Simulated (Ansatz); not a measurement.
Ansatz (a first-principles code) input (B3LYP/LANL2DZ): The .json file is the Basis Set Exchange's LANL2DZ.

Ansatz 0.2 input:
```yaml
crystal:
  periodic: [false, false, false]
  atoms:
    - {symbol: Si, position_ang: [-1.39887300, -0.16414800, 0.47656900]}
    - {symbol: Ge, position_ang: [0.71829400, 0.06818900, -0.28933900]}
    - {symbol: H, position_ang: [-2.04104600, 0.15862200, 1.79913000]}
    - {symbol: H, position_ang: [-2.52328300, -0.73141700, -0.34729800]}
    - {symbol: H, position_ang: [1.16315400, 0.68882100, 1.13506000]}
basis:
  gaussian:
    orbitals: LANL2DZ.json
hamiltonian:
  xc: {name: B3LYP}
total_charge: -1
output: {forces: true}
```

Output:

```
Functional definition: B3LYP
integrals: 0.01 GiB planned
306 factors; integrals over basis functions are off by at most 2.9e-4 eV
mean field: 0.06 GiB planned
mean field evaluation 1: about -256.5660 eV, gradient 7.2e0 eV
mean field evaluation 2: about -255.9713 eV, gradient 1.2e1 eV
mean field evaluation 4: about -256.8781 eV, gradient 3.8e-1 eV
mean field evaluation 8: about -256.8548 eV, gradient 1.9e-3 eV
mean field -256.85480238 eV, -9.4392398850 hartree, gradient 2.1e-5 eV, S^2 0.000000; 0 other end points of the search recorded, 0 dependent functions left out
the calculation of the forces begins
reference -256.85500648 eV, -9.4392473857 hartree; 6, 6 occupied and 16, 16 virtual orbitals, 306 factors
Total energy: -256.85500648 eV, -9.4392473857 hartree
Atom 0 at    -1.398873    -0.164148     0.476569 Å, force    -0.598283    -0.098258     0.126046 eV/Å
Atom 1 at     0.718294     0.068189    -0.289339 Å, force     0.475748     0.015847    -0.272918 eV/Å
Atom 2 at    -2.041046     0.158622     1.799130 Å, force    -0.011931     0.014409     0.047894 eV/Å
Atom 3 at    -2.523283    -0.731417    -0.347298 Å, force    -0.027762    -0.016896    -0.028354 eV/Å
Atom 4 at     1.163154     0.688821     1.135060 Å, force     0.162229     0.084898     0.127332 eV/Å
Dipole moment:     0.209263     0.022609    -0.076688 e Å
```

The dipole moment of an ion depends on the origin.

The geometry given is a B3LYP-D3(BJ)/def2-TZVP minimum.
